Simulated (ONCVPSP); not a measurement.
Hg (Z = 80), ONCV: configuration errors across variants

| Quantity | Value |
| --- | --- |
| Element | mercury (Hg) |
| Generator | ONCVPSP 4.0.1 |
| Type | optimised norm-conserving Vanderbilt (ONCV) |
| Functional | BLYP |
| Relativity | scalar-relativistic |
| Frozen core | [Kr] 4d10 |
| Valence charge | 34 |
| Reference configuration | 4f14 5s2 5p6 5d10 (charge +2) |
| Partial waves | 5s: rc 1.55 bohr, ncon 5, nbas 9, qcut 9.6 1/bohr, 2 projectors, debl 1.6 Ha; 5p: rc 1.35 bohr, ncon 4, nbas 7, qcut 12.1 1/bohr, 3 projectors, debl 0.6 Ha; 5d: rc 1.50 bohr, ncon 4, nbas 7, qcut 5.7 1/bohr, 2 projectors, debl 0.8 Ha; 4f: rc 0.85 bohr, ncon 3, nbas 8, qcut 18.3 1/bohr, 2 projectors, debl 1.4 Ha |
| Local potential | polynomial inside 0.65 bohr (lpopt 2, dvloc0 0 Ha) |
| Core correction | Teter function, fcfact 1.5, rcfact 1.3 |

In the s channel the program set the typed energies aside and used -5.049, 0.050 Ha. In the p channel the program set the typed energies aside and used -3.149, 0.250, 0.850 Ha. In the d channel the program set the typed energies aside and used -1.053, 0.250 Ha. In the f channel the program set the typed energies aside and used -4.225, 0.250 Ha.

All-electron excitation energies from the reference (eV): (1) 4f14 5s2 5p6 5d10 6s2 -29.770; (2) 4f14 5s2 5p6 5d10 6s1 -19.073; (3) 4f14 5s2 5p6 5d9 35.396; (4) 4f14 5s1 5p6 5d10 6s2 95.698.

2 further variants failed, have other tests or too few solved ones, and are left out.

A true bound ghost makes a file unfit for plane-wave use even where its test errors are small: the radial tests pick states by their node count and pass the ghost by.

Errors AE − PS in meV (a dash: test not solved or not reliable):

```tsv
change	(1)	(2)	(3)	(4)	bound ghosts	GHOST(+) flags above zero
base	+7.3	+5.6	-8.4	-161	s	p
d: rc 0.98	+7.7	+5.7	-5.3	-151	d, s	p, d
f: nbas 7	+7.3	+5.6	-8.4	-161	s	p
core correction Teter function, fcfact 4.2, rcfact 1.3	+7.2	+5.6	-8.4	-162	s	p
core correction Teter function, fcfact 1.5, rcfact 1	+7.4	+5.6	-8.4	-159	s	p
core correction Teter function, fcfact 1.5, rcfact 1.38	+7.2	+5.6	-8.4	-161	s	p
s: qcut 7.2	-12	-2.8	-8.3	-286	s	p
s: rc 1.8	+1.8	+3.4	-8.2	-271	s	p
p: qcut 8	+7.3	+5.6	-8.3	-151	p, s	p
```

Give the same row for: local potential polynomial inside 0.55 bohr (lpopt 3, dvloc0 0 Ha).

+8.3, +6.1, -8.5, -159; bound ghosts: s; GHOST(+) flags above zero: p, d.
